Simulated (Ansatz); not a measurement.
Calculated with Ansatz (gas phase, PBE0-D4/def2-TZVP geometries, no zero-point term in ΔE). CCSD(T)/CBS is the MP2 limit (def2-TZVPP, def2-QZVPP) plus CCSD(T) − MP2 in def2-TZVPP, frozen cores. DFT in def2-TZVPP. B3LYP here is the variant with VWN-RPA as its local correlation; programs differ in this. Elements past krypton have def2 core potentials. For Ge, Sn outer-core shells are correlated without core-valence functions, which leaves a few kJ/mol of doubt a bond. Scalar relativity is left out up to krypton. Each species was taken in one conformer, which may not be the lowest.

`B[CH2][SnH2][CH3]` + `O=[C](O)[GeH3]` → `BO[C](=O)[GeH3]` + `[CH3][SnH2][CH3]`  (ligand exchange at a B–C bond)

(1) Is it downhill or uphill in electronic energy at CCSD(T)/CBS, and by how much? (Estimate.)

(2) What do these levels give: PBE-D4, r2SCAN-D4, PBE0-D4, r2SCAN, B3LYP, HF/def2-TZVPP, CCSD/def2-TZVPP, CCSD(T)/def2-TZVPP, HF/def2-QZVPP, MP2/def2-QZVPP, SCS-MP2/def2-QZVPP, CCSD/CBS(def2)? (Estimate.)

Largest T1 diagnostic among the species: 0.015.

Answers

(1) Ansatz gave: Downhill: ΔE = -68.9 kJ/mol.

(2) Computed: PBE-D4 -57.8, r2SCAN-D4 -64.0, PBE0-D4 -61.2, r2SCAN -64.3, B3LYP -75.5, HF/def2-TZVPP -92.1, CCSD/def2-TZVPP -74.8, CCSD(T)/def2-TZVPP -72.0, HF/def2-QZVPP -92.7, MP2/def2-QZVPP -66.5, SCS-MP2/def2-QZVPP -73.4, CCSD/CBS(def2) -71.7 kJ/mol.

From PBE to PBE0 (25 % exact exchange), in def2-TZVPP and without D4, ΔE moves by −3.1 kJ/mol. In def2-TZVPP, CCSD(T) changes the Hartree–Fock value by +20.2 kJ/mol (the triples alone add +2.8 kJ/mol) and MP2 by +24.0 kJ/mol.
